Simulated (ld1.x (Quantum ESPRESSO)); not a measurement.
**fluorine TM: all-electron and pseudo phase curves**

| Item | Value |
| --- | --- |
| Element | fluorine (F) |
| Generator | ld1.x (Quantum ESPRESSO) 7.5 |
| Type | norm-conserving Troullier–Martins (Kleinman–Bylander form) |
| Functional | LDA (PZ) |
| Relativity | scalar-relativistic |
| Frozen core | [He] |
| Valence charge | 7 |
| Reference configuration | 2s2 2p4 (charge +1) |
| Partial waves | 2s (bound): rc 0.50 bohr; 2p (bound): rc 1.30 bohr |
| Local potential | the p channel |
| Core correction | a·sin(br)/r model core, default radius (core density twice the valence density) |

The phase is arctan(r·u′/u) with u = r·R(r), unwrapped; energies in Ry, scanned from -5 to 5 Ry. A pole is an energy at which the radial function vanishes at the test radius. The pseudo phase is shifted by a multiple of π to meet the all-electron one at the reference energy, and phase errors are pseudo minus all-electron; the curves can meet again beyond the range given. Levels narrower than the energy grid can be missing from the lists of poles.

```csv
channel,radius (bohr),reference energy (Ry),"poles, all-electron","poles, pseudo",unbroken range about the reference energy with phases within 0.05 rad,phase error 1 Ry above the reference energy (rad)
s,1.40,-3.46,-1.68,-1.64,below 4.1,+0.002
p,1.40,-2.09,-0.57,-0.51,below 2.7,+0.005
```

Phases in the p channel:

```json
{"E (Ry)": "-5.00", "all-electron": "1.120", "pseudo": "1.126"}
{"E (Ry)": "-4.74", "all-electron": "1.090", "pseudo": "1.097"}
{"E (Ry)": "-4.48", "all-electron": "1.053", "pseudo": "1.061"}
{"E (Ry)": "-4.22", "all-electron": "1.007", "pseudo": "1.016"}
{"E (Ry)": "-3.96", "all-electron": "0.948", "pseudo": "0.957"}
{"E (Ry)": "-3.70", "all-electron": "0.867", "pseudo": "0.877"}
{"E (Ry)": "-3.44", "all-electron": "0.753", "pseudo": "0.764"}
{"E (Ry)": "-3.18", "all-electron": "0.584", "pseudo": "0.596"}
{"E (Ry)": "-2.92", "all-electron": "0.326", "pseudo": "0.337"}
{"E (Ry)": "-2.66", "all-electron": "-0.048", "pseudo": "-0.041"}
{"E (Ry)": "-2.40", "all-electron": "-0.484", "pseudo": "-0.481"}
{"E (Ry)": "-2.14", "all-electron": "-0.850", "pseudo": "-0.850"}
{"E (Ry)": "-1.88", "all-electron": "-1.100", "pseudo": "-1.099"}
{"E (Ry)": "-1.62", "all-electron": "-1.265", "pseudo": "-1.262"}
{"E (Ry)": "-1.36", "all-electron": "-1.377", "pseudo": "-1.373"}
{"E (Ry)": "-1.10", "all-electron": "-1.458", "pseudo": "-1.453"}
{"E (Ry)": "-0.84", "all-electron": "-1.520", "pseudo": "-1.513"}
{"E (Ry)": "-0.58", "all-electron": "-1.569", "pseudo": "-1.560"}
{"E (Ry)": "-0.32", "all-electron": "-1.609", "pseudo": "-1.599"}
{"E (Ry)": "-0.06", "all-electron": "-1.643", "pseudo": "-1.631"}
{"E (Ry)": "0.20", "all-electron": "-1.673", "pseudo": "-1.660"}
{"E (Ry)": "0.46", "all-electron": "-1.701", "pseudo": "-1.685"}
{"E (Ry)": "0.72", "all-electron": "-1.726", "pseudo": "-1.708"}
{"E (Ry)": "0.98", "all-electron": "-1.750", "pseudo": "-1.729"}
{"E (Ry)": "1.24", "all-electron": "-1.773", "pseudo": "-1.750"}
{"E (Ry)": "1.50", "all-electron": "-1.796", "pseudo": "-1.769"}
{"E (Ry)": "1.76", "all-electron": "-1.819", "pseudo": "-1.789"}
{"E (Ry)": "2.02", "all-electron": "-1.843", "pseudo": "-1.808"}
{"E (Ry)": "2.28", "all-electron": "-1.867", "pseudo": "-1.827"}
{"E (Ry)": "2.54", "all-electron": "-1.893", "pseudo": "-1.847"}
{"E (Ry)": "2.80", "all-electron": "-1.921", "pseudo": "-1.868"}
{"E (Ry)": "3.06", "all-electron": "-1.951", "pseudo": "-1.890"}
{"E (Ry)": "3.32", "all-electron": "-1.984", "pseudo": "-1.913"}
{"E (Ry)": "3.58", "all-electron": "-2.022", "pseudo": "-1.938"}
{"E (Ry)": "3.84", "all-electron": "-2.064", "pseudo": "-1.965"}
{"E (Ry)": "4.10", "all-electron": "-2.112", "pseudo": "-1.994"}
{"E (Ry)": "4.36", "all-electron": "-2.169", "pseudo": "-2.027"}
{"E (Ry)": "4.62", "all-electron": "-2.235", "pseudo": "-2.063"}
{"E (Ry)": "4.88", "all-electron": "-2.314", "pseudo": "-2.105"}
```
